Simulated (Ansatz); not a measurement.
Input and output for CF₃NOZr, SMILES `O=C=[N][Zr]([F])([F])[F]`.

```yaml
crystal:
  periodic: [false, false, false]
  atoms:
    - {symbol: O, position_ang: [1.742874, -2.163635, 1.755073]}
    - {symbol: C, position_ang: [1.127330, -1.397634, 1.136908]}
    - {symbol: N, position_ang: [0.488772, -0.602901, 0.495703]}
    - {symbol: Zr, position_ang: [-0.585966, 0.727141, -0.590340]}
    - {symbol: F, position_ang: [0.580139, 1.972894, -1.408383]}
    - {symbol: F, position_ang: [-1.790384, 1.649529, 0.540801]}
    - {symbol: F, position_ang: [-1.562755, -0.185394, -1.929762]}
basis:
  gaussian: {orbitals: def2-SVP}
hamiltonian: {xc: {name: r2SCAN}, pseudopotentials: {relativity: none}}
output: {forces: true}
```

```sh
$ ansatz run in.yaml --threads 4 --pin off --events-out ev --progress --plain --max-ram 10444MiB
```

It prints (some lines left out):

```
Functional definition: r2SCAN
1195 factors; their error is unknown
mean field evaluation 1: about -13987.8247 eV, gradient 8.0e1 eV
mean field evaluation 2: about -13918.8379 eV, gradient 2.1e2 eV
mean field evaluation 4: about -13997.5069 eV, gradient 2.7e1 eV
mean field evaluation 8: about -13998.9674 eV, gradient 1.7e-1 eV
mean field evaluation 16: about -13998.9296 eV, gradient 2.4e-4 eV
mean field -13998.92963787 eV, -514.4511753764 hartree, gradient 2.9e-5 eV, S^2 0.000000; 0 other end points of the search recorded, 0 dependent functions left out
reference -13998.92966764 eV, -514.4511764704 hartree; 30, 30 occupied and 85, 85 virtual orbitals, 1195 factors
Total energy: -13998.92966764 eV, -514.4511764704 hartree
Atom 0 at     1.742874    -2.163635     1.755073 Å, force     0.498032    -0.619377     0.500704 eV/Å
Atom 1 at     1.127330    -1.397634     1.136908 Å, force     0.073338    -0.090686     0.074194 eV/Å
Atom 2 at     0.488772    -0.602901     0.495703 Å, force    -0.439626     0.546196    -0.442219 eV/Å
Atom 3 at    -0.585966     0.727141    -0.590340 Å, force     0.000705    -0.000128     0.000525 eV/Å
Atom 4 at     0.580139     1.972894    -1.408383 Å, force     0.158058     0.165806    -0.108567 eV/Å
Atom 5 at    -1.790384     1.649529     0.540801 Å, force    -0.160607     0.122298     0.153933 eV/Å
Atom 6 at    -1.562755    -0.185394    -1.929762 Å, force    -0.129899    -0.124108    -0.178571 eV/Å
Dipole moment:    -0.037962     0.047427    -0.037974 e Å
```

It took 6 s on 4 threads of an AMD EPYC on a shared host, with 0.2 GiB of host memory at the peak.
